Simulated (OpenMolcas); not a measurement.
V3+ with its 6 nearest fluoride ions at 2.03 Å, on the Y site of Cs2NaYF6 (a = 9.075 Å, distance in the model lattice 2.178 Å). The rest of the host is ab initio model potentials to 7.6 Å, with orthogonalisation functions on the cations behind the ligands, and point charges beyond; the distance is set by hand and nothing relaxes. Ligand basis ANO-RCC-VDZP.
```
V     0.0000    0.0000    0.0000
F     2.0300    0.0000    0.0000
F     0.0000    2.0300    0.0000
F    -2.0300    0.0000    0.0000
F     0.0000   -2.0300    0.0000
F     0.0000    0.0000    2.0300
F     0.0000    0.0000   -2.0300
```

| Property | Result |
| --- | --- |
| Program | OpenMolcas 26.06 |
| Method | SS-CASPT2, IPEA 0.25 Eh, imaginary shift 0.1 Eh (closed shells correlated: 3s 3p and the ligand valence shells) |
| Basis | ANO-RCC-VTZP [6s5p3d2f1g] |
| Scalar Hamiltonian | DKH2, point nucleus |
| Active space | 2 electrons in 5 orbitals (3d) |
| State averaging | 2S+1 = 3 even, 10 roots; 2S+1 = 1 even, 15 roots |
| Spin-orbit coupling | RASSI with atomic mean-field integrals over the reference wave functions |

Q: What is the spin-free ground state (labels of O, the rotations of Oh)?

A: 3T1, 3-fold in its orbital part; it has the highest spin that d2 allows.

Q: Where is the first state of the same spin?

A: 3T2 at 12700 cm-1 above the ground state.

Q: What are the lowest two levels with spin-orbit coupling?

A: A 2-fold level E, then a 3-fold level T2 6 cm-1 above it. Their leading multiplicities are 3 (100 %) and 3 (100 %).

Q: What is χT at 300 K, and how does it compare with the textbook value?

A: The lowest level has 2S+1 = 3, for which the spin-only value is χT = S(S+1) / 2 = 1.000 cm3 K/mol (g = 2). The computed 0.890 at 300 K differs by -0.110, through orbital momentum, spin-orbit coupling and any other state in reach. With a threefold ground state the orbital momentum is unquenched, so the spin-only value is not expected to hold.

Q: Which ligand-field parameters describe the states?

A: A least-squares ligand-field fit to the states below 45000 cm-1, each weighted by its degeneracy and with a free common offset, gives 10Dq = 14159 cm-1, B = 797 cm-1 and C = 2865 cm-1 (C/B = 3.60), with an rms deviation of 230 cm-1. The same method and metal basis give the free ion B = 978 cm-1 (fit to its terms below 60000 cm-1, rms deviation 640 cm-1), so the nephelauxetic ratio is β = 797 / 978 = 0.81; it hangs on how both fits weigh the states, and computed free-ion B values tend to be too large, so β mixes covalency with correlation.

Roots that are degenerate in the reference are averaged as groups; the widest CASPT2 spread within a group is 56 cm-1 (the 3-fold group of multiplicity 3 near 0 cm-1 above the lowest state of its run). Shifts and gaps below about the spread of the groups concerned are not significant. Over all roots computed the reference weight is 0.72 to 0.73; a low but even weight reflects the number of correlated electrons. An orbital triplet at a regular site is open to Jahn-Teller coupling, which can distort the site and quench the lowest spin-orbit gaps and is left out. Ligand-to-metal charge-transfer states are missing. With no ligand orbital active B as a rule stays too high, so bands that hang on it stand too high and its fall with covalency is understated. With one d shell and no ligand orbital active, 10Dq can be off by a tenth or more. No measured value stands beside these numbers; the geometry was set by hand and not optimised.
